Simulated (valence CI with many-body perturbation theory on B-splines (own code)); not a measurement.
# Level structure of N²⁺

Calculated by relativistic CI+MBPT: three valence electrons over a frozen Dirac-Fock core [He], a basis of 9 s, 9 p, 8 d, 6 f, 3 g, 1 h functions for each j, with the one-electron correlation potential Σ1, the two-electron term Σ2, the three-electron term Σ3, Breit, model QED; selected CI, second order for the rest, scaled by the run's own slope (own B-spline code, finite nucleus).

Against 41 measured levels this calculation errs by 90 cm⁻¹ on average and by 203 at most. These come from a selection out of Moore, Selected Tables of Atomic Spectra, NSRDS-NBS 3, section 5. Levels without a partner in it may be off by more.

Levels 1 to 44 of 44, with energies above the lowest level, 2s2 2p 2P°_1/2. "Leading %" is the weight of the configuration and term that name the level; weights of strongly mixed levels are sums over their largest components and can fall short, so below about 35 % the name and the second component can differ from the true leading terms, or belong to a minority configuration. In the jj column 3d3/2^4 stands for four electrons in 3d with j = 3/2.

```tsv
No.	Configuration	Term	J	E (cm⁻¹)	Leading %	Second component	Leading jj
1	2s2 2p	2P°	1/2	0	95		2s^2 2p1/2 (95 %)
2	2s2 2p	2P°	3/2	174	95		2s^2 2p3/2 (95 %)
3	2s 2p2	4P	1/2	57096	100		2s 2p1/2^2 (44 %)
4	2s 2p2	4P	3/2	57155	100		2s 2p1/2 2p3/2 (88 %)
5	2s 2p2	4P	5/2	57236	100		2s 2p3/2^2 (66 %)
6	2s 2p2	2D	5/2	101112	98		2s 2p1/2 2p3/2 (65 %)
7	2s 2p2	2D	3/2	101119	98		2s 2p1/2 2p3/2 (65 %)
8	2s 2p2	2S	1/2	131207	98		2s 2p3/2^2 (65 %)
9	2s 2p2	2P	1/2	146060	97		2s 2p1/2 2p3/2 (65 %)
10	2s 2p2	2P	3/2	146169	97		2s 2p3/2^2 (54 %)
11	2p3	4S°	3/2	186795	99		2p1/2 2p3/2^2 (55 %)
12	2p3	2D°	5/2	203154	95		2p1/2 2p3/2^2 (95 %)
13	2p3	2D°	3/2	203171	95		2p1/2 2p3/2^2 (42 %)
14	2s2 3s	2S	1/2	221231	90	6 % 2p2 3s 2S	2s^2 3s (90 %)
15	2p3	2P°	1/2	230589	91		2p1/2 2p3/2^2 (91 %)
16	2p3	2P°	3/2	230593	91		2p3/2^3 (46 %)
17	2s2 3p	2P°	1/2	245583	90	6 % 2p2 3p 2P°	2s^2 3p1/2 (90 %)
18	2s2 3p	2P°	3/2	245619	90	6 % 2p2 3p 2P°	2s^2 3p3/2 (90 %)
19	2s2 3d	2D	3/2	267196	91	6 % 2p2 3d 2D	2s^2 3d3/2 (91 %)
20	2s2 3d	2D	5/2	267202	91	6 % 2p2 3d 2D	2s^2 3d5/2 (91 %)
21	2s 2p 3s	4P°	1/2	287430	97		2s 2p1/2 3s (86 %)
22	2s 2p 3s	4P°	3/2	287492	97		2s 2p1/2 3s (54 %)
23	2s 2p 3s	4P°	5/2	287608	97		2s 2p3/2 3s (97 %)
24	2s 2p 3s	2P°	1/2	297102	85	7 % 2s2 4p 2P°	2s 2p1/2 3s (64 %)
25	2s 2p 3s	2P°	3/2	297216	85	7 % 2s2 4p 2P°	2s 2p3/2 3s (75 %)
26	2s2 4s	2S	1/2	300963	91	6 % 2p2 4s 2S	2s^2 4s (91 %)
27	2s 2p 3p	2P	1/2	309044	94		2s 2p3/2 3p3/2 (40 %)
28	2s 2p 3p	2P	3/2	309098	94		2s 2p3/2 3p3/2 (49 %)
29	2s 2p 3p	4D	1/2	309567	97		2s 2p1/2 3p1/2 (65 %)
30	2s 2p 3p	4D	3/2	309603	97		2s 2p1/2 3p1/2 (32 %)
31	2s 2p 3p	4D	5/2	309665	98		2s 2p1/2 3p3/2 (38 %)
32	2s 2p 3p	4D	7/2	309761	98		2s 2p3/2 3p3/2 (98 %)
33	2s2 4p	2P°	1/2	311579	85	7 % 2s 2p 3s 2P°	2s^2 4p1/2 (85 %)
34	2s2 4p	2P°	3/2	311604	85	7 % 2s 2p 3s 2P°	2s^2 4p3/2 (85 %)
35	2s 2p 3p	4S	3/2	314128	98		2s 2p3/2 3p3/2 (37 %)
36	2s 2p 3p	4P	1/2	317172	97		2s 2p1/2 3p1/2 (44 %)
37	2s 2p 3p	4P	3/2	317215	97		2s 2p3/2 3p1/2 (45 %)
38	2s 2p 3p	4P	5/2	317274	97		2s 2p3/2 3p3/2 (63 %)
39	2s2 4d	2D	3/2	317666	71	21 % 2s 2p 3p 2D	2s^2 4d3/2 (71 %)
40	2s2 4d	2D	5/2	317697	72	20 % 2s 2p 3p 2D	2s^2 4d5/2 (72 %)
41	2s2 4f	2F°	5/2	320317	92	6 % 2p2 4f 2F°	2s^2 4f5/2 (92 %)
42	2s2 4f	2F°	7/2	320318	92	6 % 2p2 4f 2F°	2s^2 4f7/2 (92 %)
43	2s 2p 3p	2D	3/2	320931	74	21 % 2s2 4d 2D	2s 2p1/2 3p3/2 (43 %)
44	2s 2p 3p	2D	5/2	321020	75	20 % 2s2 4d 2D	2s 2p3/2 3p3/2 (36 %)
```

Where two levels of one J and parity lie close, their mixing, g and order are uncertain.

The ionisation energy to 2s2 1S_0 of the next ion comes out as 47.436 eV (NIST: 47.4453 eV (semi-empirical)). All 44 levels together are meant to be complete up to 322079 cm⁻¹.
